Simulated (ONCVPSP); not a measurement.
**Building the ONCV potential for titanium (Ti) (PBEsol, scalar-relativistic).**

ONCVPSP 4.0.1 input, shortened (lines: element, Z, core and valence counts, functional; n l f; lmax; l rc ep ncon nbas qcut; lloc lpopt rc5 dvloc0; l nproj debl; icmod fcfact rcfact), PBEsol, scalar-relativistic:

```
  Ti 22.00    3    5  -116133      upf
    1    0    2.00
    2    0    2.00
    2    1    6.00
    3    0    2.00
    3    1    6.00
    3    2    2.00
    4    0    1.75
    4    1    0.25
    2
    0    1.50    0.00    3    7   10.60
    1    1.55    0.00    4    7   10.20
    2    2.40    0.00    5    9    5.60
    4    4    1.05    0.00
    0    2    1.20
    1    2    1.10
    2    2    2.10
    0    0.00    0.00
```

Does the generator finish with these settings?

Yes, a potential is produced and its reference levels are reproduced.

Estimate the cutoffs (Ha) at which the residual kinetic energy of the hardest occupied pseudo-wave falls to 1 and 0.1 mHa per electron.

32 Ha and 45 Ha.

What does a ghost test show?

No bound ghost flagged; no localised positive-energy state flagged.

Tests: 3s2 3p6 3d2 4s2 4p0; 3s2 3p6 3d2 4s1 4p0; 3s2 3p6 3d2 4s0 4p0; 3s2 3p5 3d2 4s2 4p0. Which has the largest error in its energy relative to the reference configuration, and how large is it?

3s2 3p5 3d2 4s2 4p0, with -216 meV (all-electron minus pseudo) on +44.71 eV.
